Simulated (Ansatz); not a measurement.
Frontier orbitals of CH₄BInOSi.

| atom | x (Å) | y (Å) | z (Å) |
| --- | --- | --- | --- |
| O1 | 0.5265 | 2.4323 | -1.8107 |
| C2 | 0.3529 | 1.5742 | -1.0570 |
| In3 | 0.4962 | 1.0562 | 1.8296 |
| B4 | 0.1347 | 0.5036 | -0.1312 |
| Si5 | -0.4458 | -1.3428 | -0.5180 |
| H6 | 0.7639 | 1.4002 | 3.4700 |
| H7 | -0.5422 | -2.1049 | 0.7650 |
| H8 | -1.7890 | -1.4228 | -1.1602 |
| H9 | 0.5027 | -2.0960 | -1.3876 |

The species carries charge 0 and has multiplicity 1. Correlated methods include outer-core shells of In, which these sets cover unevenly. In: def2 effective core potential. The bonds changed during the relaxation, so this is another structure than the one it started from. The geometry is a stationary point of PBE0-D4/def2-TZVP. Basis def2-TZVPP, Ansatz.

```csv
functional,HOMO (eV),LUMO (eV)
LC-ωPBE,-7.80,-0.37
```

Task: Give HOMO and LUMO (eV) with LDA (SPW92), PBE, revPBE, BLYP, r2SCAN, B97M-V, PBE0, B3LYP, r2SCANh, r2SCAN0, HSE06 (plane-wave form), BHLYP, CAM-B3LYP, ωB97X-V, ωB97M-V, HF. (Estimate.)

Result: Ansatz gave: 
| functional | HOMO | LUMO |
| --- | --- | --- |
| LDA (SPW92) | -5.01 | -3.23 |
| PBE | -4.82 | -2.96 |
| revPBE | -4.74 | -2.83 |
| BLYP | -4.68 | -2.90 |
| r2SCAN | -4.96 | -2.74 |
| B97M-V | -4.97 | -2.98 |
| PBE0 | -5.63 | -2.27 |
| B3LYP | -5.49 | -2.52 |
| r2SCANh | -5.27 | -2.49 |
| r2SCAN0 | -5.75 | -2.14 |
| HSE06 (plane-wave form) | -5.25 | -2.62 |
| BHLYP | -6.34 | -1.62 |
| CAM-B3LYP | -6.72 | -1.45 |
| ωB97X-V | -7.56 | -0.49 |
| ωB97M-V | -7.51 | -0.74 |
| HF | -7.33 | 0.16 |

B3LYP here is the variant with VWN-RPA as its local correlation; programs differ in this. LC-ωPBE has ω = 0.4 bohr⁻¹.
